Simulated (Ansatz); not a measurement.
Geometry optimisation, RKS CAM-B3LYP-D4/def2-mTZVP in Ansatz 0.2.0.

Input:

```yaml
crystal:
  periodic: [false, false, false]
  atoms:
    - { symbol: Zn, position_ang: [0.146687, 0.781002, -0.40932] }
    - { symbol: H, position_ang: [-0.986264, -1.533668, -1.584948] }
    - { symbol: C, position_ang: [0.443908, 0.114526, 1.379756] }
    - { symbol: H, position_ang: [-0.921193, -0.982329, -2.000381] }
    - { symbol: Br, position_ang: [-0.189666, 1.672573, -2.588666] }
    - { symbol: H, position_ang: [-0.303103, 0.513714, 2.064594] }
    - { symbol: H, position_ang: [1.428632, 0.406329, 1.740231] }
    - { symbol: H, position_ang: [0.380999, -0.972348, 1.398534] }
basis:
  gaussian: { orbitals: def2-mTZVP }
hamiltonian:
  xc: cam_b3lyp
  dispersion: d4
relax:
  f_tol: 0.03
  max_steps: 50
```

Launched with:

```bash
$ ansatz run input.yaml --threads 4 --pin off --max-ram 5120MiB --backend cpu --events-out ev --progress --plain --runs-dir out
```

Q: Where does it end, and by what steps?

A: It converged. After 4 steps the energy has fallen by 0.201 eV; H4 moved furthest, 0.45 Å.

| step | energy less start (eV) | largest force component (eV/Å) | accepted |
| --- | --- | --- | --- |
| 0 | 0.0000 | 1.844 | yes |
| 1 | -0.1821 | 0.191 | yes |
| 2 | -0.1980 | 0.065 | yes |
| 3 | -0.2001 | 0.040 | yes |
| 4 | -0.2007 | 0.011 | yes |

```xyz
8
Properties=species:S:1:pos:R:3
Zn 0.244 1.009 -0.348
H -1.155 -1.921 -1.695
C 0.475 0.199 1.388
H -1.100 -1.353 -2.173
Br -0.026 1.956 -2.371
H -0.285 0.554 2.083
H 1.454 0.440 1.800
H 0.392 -0.885 1.317
```

Run time: 20 s on 4 threads of Arm Neoverse N1, with other jobs on the host, peak memory 0.3 GiB.
